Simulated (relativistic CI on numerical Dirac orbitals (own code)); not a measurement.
## Spin-allowed bands of a d7 ion in a tetrahedral site, by hand

Problem. A d7 ion in a tetrahedral site has a 4A2 ground term and spin-allowed bands at ν1 = 4250 and ν2 = 7419 cm⁻¹ (from a computed ligand-field model). Find Δ and the Racah parameter B, and predict the third band.

Working.
1. The F term splits into A2 (−1.2Δ), T2 (−0.2Δ) and T1 (+0.6Δ), so ν1 = E(T2) − E(A2) = Δ = 4250 cm⁻¹.
2. T1(F) mixes with T1(P), which lies at 15B, through an element 0.4Δ. The two roots, counted from A2, are ν2,3 = ½(15B + 3Δ) ∓ ½√[(15B − Δ)² + 12BΔ].
3. Solving the lower root for B gives B = (2ν1² + ν2² − 3ν1ν2)/(15ν2 − 27ν1) = -3425689/-3465 = 989 cm⁻¹.
4. The sum of the roots is 15B + 3Δ, so ν3 = 15B + 3ν1 − ν2 = 20161 cm⁻¹ (496 nm).

Check. The bands were computed by exact diagonalisation of the d7 shell with B = 990 and Δ = 4250 cm⁻¹, which gives ν3 = 20181 cm⁻¹. C does not enter the terms of highest spin.
